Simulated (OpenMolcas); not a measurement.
Levels of Se2+ by method

| Quantity | Value |
| --- | --- |
| Program | OpenMolcas 26.06 |
| Basis | ANO-RCC-VTZP [6s5p3d1f] |
| Scalar Hamiltonian | DKH2, point nucleus |
| Active space | 4 electrons in 9 orbitals (RAS2 4s 4p; RAS3 4d, at most 2 electrons) |
| State averaging | 2S+1 = 3 even, 6 roots; 2S+1 = 1 even, 12 roots; 2S+1 = 5 odd, 1 root; 2S+1 = 3 odd, 8 roots; 2S+1 = 1 odd, 8 roots |
| Spin-orbit coupling | state interaction with AMFI integrals over the reference wave functions, term energies averaged over their components |

Methods on the same reference wave functions:
A. RASSCF
B. SS-RASPT2, IPEA 0.25 Eh, imaginary shift 0.1 Eh (closed shells correlated: 3d)
C. MS-RASPT2, IPEA 0.25 Eh, imaginary shift 0.1 Eh (closed shells correlated: 3d)
D. XMS-RASPT2, IPEA 0.25 Eh, imaginary shift 0.1 Eh (closed shells correlated: 3d)

Energies in cm⁻¹ above 4s² 4p² ³P₀, the measured ground level; measured values from Moore, Atomic Energy Levels, vol. II, NSRDS-NBS 35 (1971 reprint of NBS Circular 467, 1952).

```tsv
Level	A	B	C	D	Measured
4s² 4p² ³P₀	0.0	0.0	0.0	0.0	0.0
4s² 4p² ³P₁	1520	1541	1547	1540	1741
4s² 4p² ³P₂	3595	3580	3590	3580	3937
4s² 4p² ¹D₂	14596	13250	13250	13240	13032
4s² 4p² ¹S₀	30255	28610	28550	29000	
4s 4p³ ⁵S°₂	60527	64230	64260	64520	
4s 4p³ ³D°₁	89205	90320	90350	90590	
4s 4p³ ³D°₂	89254	90370	90400	90650	92723
4s 4p³ ³D°₃	89630	90760	90790	91030	
4s 4p³ ³P°₂	104282	104840	104870	105130	106515
4s 4p³ ³P°₀	104302	104870	104900	105160	106482
4s 4p³ ³P°₁	104383	104960	104990	105240	106591
```

Deviations, from unrounded energies. A percentage is the sum of absolute deviations over the sum of measured energies, with the sign that they share, or ± where signs differ.

```tsv
Against measurement	Levels	A	B	C	D
mean absolute deviation (cm-1)	7	1700	1100	1100	980
fine structure of the ground term (%)	2	-9.9	-9.8	-9.5	-9.8
other terms of the ground configuration (%)	1	+12.0	+1.7	+1.7	+1.6
other configurations (%)	4	-2.4	-1.8	-1.7	-1.5
```

D lies closest to measurement on these levels and A furthest from it. The largest miss of D in the table is 4s 4p³ ³D°₂, by -2100 cm-1. The ranking rests on the paired levels alone, and a cruder setting can come out closer through cancelling errors.

Among B to D the level of the table that moves most is 4s² 4p² ¹S₀, by 460 cm-1 (lowest in C, highest in D). Moves below CASPT2's spread within the term are not significant.

From A to B the spin-free energies of the other terms of 4s² 4p² shown, above ³P, scale by factors of 0.88 to 0.94.

The lowest spin-free term lies below A's lowest term by 0.068 hartree in B, 0.068 hartree in C, 0.069 hartree in D.

CASPT2 breaks the degeneracy within a term, and the mean is taken; among the terms shown or strongly mixed into the levels shown the widest spread is 35 cm-1 (4s 4p³ ³D°, C). The run also gave levels led by 4s 4p² 4d, 4s² 4p 4d, which use shells meant for correlation; these and all levels above them are left out. Some terms mix strongly with configurations of 4d, whose occupation reaches 0.19 (4s 4p³ ³D°, 4s 4p³ ³P°). Measured partners are found by configuration, term and J. A level has none where our copy of the source lacks it or the pairing is in doubt (some pairs that miss far off the trend of their configuration count as doubtful), and it then counts in no deviation. Levels of configurations outside the active space are missing. The table leaves out levels that lie high or whose names do not pair safely across all columns.

° marks odd parity.
